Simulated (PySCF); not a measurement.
Isomers of C5H16N2Si2, mass 160.085 u with the commonest isotopes. The calculation used PySCF 2.14.0, PBE0-D3(BJ)/def2-SVP geometry optimisation, gas phase. One conformer each, none proved a minimum here; rigid rotors.

Question: Order these by out-of-plane moment Σ m c² = (Ia + Ib − Ic)/2, largest first.
A. `[CH3:1][CH2:2][CH2:3][Si@H:4]1[NH:5][Si@@H:6]([CH2:7][CH3:8])[NH:9]1` with C1–C2–C3–Si4 179°, C2–C3–Si4–N5 65°, N5–Si6–C7–C8 166°
B. `[CH3:1][C@@H:2]1[CH2:3][SiH2:4][NH:5][Si@@H:6]1[N:7]([CH3:8])[CH3:9]` with N5–Si6–N7–C8 148°, C1–C2–C3–Si4 -164°, C2–C3–Si4–N5 31°, C3–Si4–N5–Si6 -12°, Si4–N5–Si6–N7 117°
C. `[CH3:1][CH2:2][C@@H:3]1[CH2:4][Si@@H:5]([NH:6][CH3:7])[NH:8][SiH2:9]1` with C1–C2–C3–C4 -177°, C4–Si5–N6–C7 159°, C2–C3–C4–Si5 -167°, C3–C4–Si5–N6 -81°, C4–Si5–N8–Si9 -16°, Si5–N8–Si9–C3 -3°
D. `[CH3:1][N:2]([CH3:3])[Si@@H:4]1[CH2:5][CH2:6][CH2:7][Si@@H:8]1[NH2:9]` with C1–N2–Si4–C5 -56°, C7–Si8–N9–H 152° and -68°, N2–Si4–C5–C6 -143°, Si4–C5–C6–C7 53°, C5–C6–C7–Si8 -53°, C6–C7–Si8–N9 149°

Answer: C (91.80 u·Å²), B (87.17 u·Å²), A (78.07 u·Å²), D (48.10 u·Å²).

Question: Order these by rotational constant C, smallest first.
A. `[CH3:1][N:2]([CH3:3])[Si@@H:4]1[CH2:5][CH2:6][CH2:7][Si@@H:8]1[NH2:9]` with C1–N2–Si4–C5 -56°, C7–Si8–N9–H 152° and -68°, N2–Si4–C5–C6 -143°, Si4–C5–C6–C7 53°, C5–C6–C7–Si8 -53°, C6–C7–Si8–N9 149°
B. `[CH3:1][CH2:2][CH2:3][Si@H:4]1[NH:5][Si@@H:6]([CH2:7][CH3:8])[NH:9]1` with C1–C2–C3–Si4 179°, C2–C3–Si4–N5 65°, N5–Si6–C7–C8 166°
C. `[CH3:1][CH2:2][C@@H:3]1[CH2:4][Si@@H:5]([NH:6][CH3:7])[NH:8][SiH2:9]1` with C1–C2–C3–C4 -177°, C4–Si5–N6–C7 159°, C2–C3–C4–Si5 -167°, C3–C4–Si5–N6 -81°, C4–Si5–N8–Si9 -16°, Si5–N8–Si9–C3 -3°
D. `[CH3:1][C@@H:2]1[CH2:3][SiH2:4][NH:5][Si@@H:6]1[N:7]([CH3:8])[CH3:9]` with N5–Si6–N7–C8 148°, C1–C2–C3–Si4 -164°, C2–C3–Si4–N5 31°, C3–Si4–N5–Si6 -12°, Si4–N5–Si6–N7 117°

Answer: B (481.0 MHz), C (613.8 MHz), A (645.1 MHz), D (724.0 MHz).

Question: Order these by radius of gyration √(Σ m r²/M), smallest first.
A. `[CH3:1][N:2]([CH3:3])[Si@@H:4]1[CH2:5][CH2:6][CH2:7][Si@@H:8]1[NH2:9]` with C1–N2–Si4–C5 -56°, C7–Si8–N9–H 152° and -68°, N2–Si4–C5–C6 -143°, Si4–C5–C6–C7 53°, C5–C6–C7–Si8 -53°, C6–C7–Si8–N9 149°
B. `[CH3:1][C@@H:2]1[CH2:3][SiH2:4][NH:5][Si@@H:6]1[N:7]([CH3:8])[CH3:9]` with N5–Si6–N7–C8 148°, C1–C2–C3–Si4 -164°, C2–C3–Si4–N5 31°, C3–Si4–N5–Si6 -12°, Si4–N5–Si6–N7 117°
C. `[CH3:1][CH2:2][C@@H:3]1[CH2:4][Si@@H:5]([NH:6][CH3:7])[NH:8][SiH2:9]1` with C1–C2–C3–C4 -177°, C4–Si5–N6–C7 159°, C2–C3–C4–Si5 -167°, C3–C4–Si5–N6 -81°, C4–Si5–N8–Si9 -16°, Si5–N8–Si9–C3 -3°
D. `[CH3:1][CH2:2][CH2:3][Si@H:4]1[NH:5][Si@@H:6]([CH2:7][CH3:8])[NH:9]1` with C1–C2–C3–Si4 179°, C2–C3–Si4–N5 65°, N5–Si6–C7–C8 166°

Answer: B (2.215 Å), A (2.279 Å), C (2.391 Å), D (2.655 Å).

```tsv
SMILES	point group	Ia (u·Å²)	Ib (u·Å²)	Ic (u·Å²)	κ	μa (D)	μb (D)	μc (D)
C[C@@H]1C[SiH2]N[Si@@H]1N(C)C	C1	301.14	571.22	698.02	-0.66	0.73	0.15	0.39
CC[C@@H]1C[Si@@H](NC)N[SiH2]1	C1	244.04	762.87	823.31	-0.93	0.79	0.72	0.36
CN(C)[Si@@H]1CCC[Si@@H]1N	C1	335.51	544.07	783.37	-0.34	0.85	0.72	0.91
CCC[Si@H]1N[Si@@H](CC)N1	C1	215.02	991.84	1050.72	-0.97	0.17	0.80	0.03
```
